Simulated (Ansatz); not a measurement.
One change: `BB[SiH2]O` becomes `BB[SiH2]F`.

Ansatz, PBE0-D4/def2-TZVP geometries, multiplicity 1. Each molecule was computed in one conformer, which needn't be the lowest. `BB[SiH2]O` holds a close contact that its SMILES doesn't draw: H···B 1.34 Å.

| property | `BB[SiH2]O` |
| --- | --- |
| HOMO energy (PBE0/def2-TZVPP) / eV | -7.34 |
| LUMO energy (ωB97M-V/def2-TZVPP) / eV | 1.21 |
| HOMO energy (PBE/def2-TZVPP) / eV | -6.27 |
| HOMO energy (ωB97M-V/def2-TZVPP) / eV | -9.46 |
| size of the dipole moment (B3LYP/def2-TZVPP) / D | 0.93 |
| LUMO energy (B3LYP/def2-TZVPP) / eV | -0.87 |

Problem. Give the same properties after the change, and the shifts. (Estimate.)

Solution. Computed: 
```csv
property,`BB[SiH2]F`,shift
HOMO energy (PBE0/def2-TZVPP) / eV,-8.19,-0.85
LUMO energy (ωB97M-V/def2-TZVPP) / eV,-0.40,-1.61
HOMO energy (PBE/def2-TZVPP) / eV,-6.95,-0.68
HOMO energy (ωB97M-V/def2-TZVPP) / eV,-10.35,-0.89
size of the dipole moment (B3LYP/def2-TZVPP) / D,1.48,0.55
LUMO energy (B3LYP/def2-TZVPP) / eV,-2.55,-1.68
```

With PBE0 the HOMO falls by 0.85 eV and the LUMO falls by 1.67 eV, so the gap narrows by about 0.82 eV. PBE moves the HOMO by -0.68 eV and ωB97M-V by -0.89 eV. The zero-point energy changes by -34.2 kJ/mol with -3 modes. Dipoles are sizes alone; their direction can turn.

B3LYP here is the variant with VWN-RPA as its local correlation; programs differ in this.
